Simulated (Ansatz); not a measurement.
The cluster Al₄Te₆. The state is a triplet with charge 0. Geometry PBE-D4/def2-SVP, that of the charge -1 doublet; atoms count from 1.

Cartesian coordinates in Å:
```
Al -0.898 -1.460 0.034
Al 1.227 -0.002 1.198
Al 0.809 0.193 -1.499
Al -1.135 1.254 0.280
Te 3.177 0.352 -0.479
Te -0.536 2.380 -2.004
Te 0.537 -2.386 2.009
Te 0.132 2.044 2.416
Te -0.127 -2.067 -2.396
Te -3.187 -0.307 0.441
```

In the def2 sets Te takes a core potential; there is no spin–orbit coupling. The structure comes from a short search, and lower isomers may exist.

(1) Estimate the Mulliken populations from the PBE0/def2-SVP orbitals of Ansatz.

(2) Where does the spin sit?

(3) And the Mayer bond orders between bonded heavy atoms (over 0.3)?

Answers

(1) 
```json
{"atom": "Al1", "charge (e)": "0.25", "spin (α − β)": "-0.05"}
{"atom": "Al2", "charge (e)": "0.21", "spin (α − β)": "-0.11"}
{"atom": "Al3", "charge (e)": "0.22", "spin (α − β)": "-0.11"}
{"atom": "Al4", "charge (e)": "0.25", "spin (α − β)": "-0.06"}
{"atom": "Te5", "charge (e)": "-0.15", "spin (α − β)": "0.40"}
{"atom": "Te6", "charge (e)": "-0.11", "spin (α − β)": "0.54"}
{"atom": "Te7", "charge (e)": "-0.12", "spin (α − β)": "0.51"}
{"atom": "Te8", "charge (e)": "-0.15", "spin (α − β)": "0.43"}
{"atom": "Te9", "charge (e)": "-0.16", "spin (α − β)": "0.39"}
{"atom": "Te10", "charge (e)": "-0.24", "spin (α − β)": "0.07"}
```
Mulliken values and Mayer orders depend strongly on the basis.

(2) Summed by element: Al -0.34, Te 2.34, of 2 unpaired in all. Largest on single atoms: Te6 0.54, Te7 0.51, Te8 0.43.

(3) Al1–Te7 0.83 (2.61 Å); Al1–Te9 0.85 (2.62 Å); Al1–Te10 0.97 (2.60 Å); Al2–Al3 0.31 (2.74 Å); Al2–Te5 0.89 (2.60 Å); Al2–Te7 0.89 (2.61 Å); Al2–Te8 0.90 (2.62 Å); Al3–Te5 0.89 (2.58 Å); Al3–Te6 0.88 (2.62 Å); Al3–Te9 0.93 (2.61 Å); Al4–Te6 0.82 (2.62 Å); Al4–Te8 0.85 (2.61 Å); Al4–Te10 0.99 (2.58 Å).
